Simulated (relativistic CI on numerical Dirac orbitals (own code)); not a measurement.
**Spin-allowed bands of a d2 ion in an octahedral site, by hand**

Problem. Take Δ = 23400 cm⁻¹ and B = 620 cm⁻¹ for a d2 ion in an octahedral site. Calculate the three spin-allowed bands.

Working.
1. The terms of highest spin are 3F (energy 0) and 3P (15B = 9300 cm⁻¹). Here the F term splits into A2 at +1.2Δ = 28080, T2 at +0.2Δ = 4680 and T1 at −0.6Δ = -14040 cm⁻¹.
2. The two T1 states mix through the element 0.4Δ: H = [[-14040, 9360], [9360, 9300]], with roots ½(H₁₁ + H₂₂) ∓ ½√[(H₂₂ − H₁₁)² + 4H₁₂²] = ½(-4740) ∓ ½(29920) = -17330 and 12590 cm⁻¹.
3. The ground term is 3T1 at -17330 cm⁻¹.
4. Bands: 3T2 22010 cm⁻¹ (454 nm), 3T1(P) 29920 cm⁻¹ (334 nm), 3A2 45410 cm⁻¹ (220 nm).

Check. Exact diagonalisation of the whole d2 shell with these parameters gives 3T2 22010, 3T1 29920, 3A2 45410 cm⁻¹. The match is exact, since without spin-orbit coupling no other term has this spin. The ratio of the second band to the first, 1.359, depends on Δ/B = 37.7 alone, which is how a Tanabe-Sugano diagram is read.
